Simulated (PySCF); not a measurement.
**Radial density of Ar (argon, neutral)**

UHF, [Ar], closed-shell 1S. Calculation: PySCF 2.14, in dyall-av3z (19s12p3d2f, 84 functions); the spin-free X2C one-electron Hamiltonian (Gaussian nucleus).

```
r (bohr)  4πr²ρ (e/bohr)
 0.00132         0.09827
 0.00222          0.2586
 0.00373          0.6675
 0.00627           1.667
  0.0105           3.927
  0.0177           8.379
  0.0298           15.10
  0.0502           20.60
  0.0844           18.73
   0.142           14.48
   0.239           19.86
   0.402           17.06
   0.676           5.108
    1.14           5.653
    1.91           3.345
    3.22          0.4179
    5.41        0.008068
```

Densities and radii are taken from the X2C orbitals without a picture-change correction, which distorts them close to the nucleus.
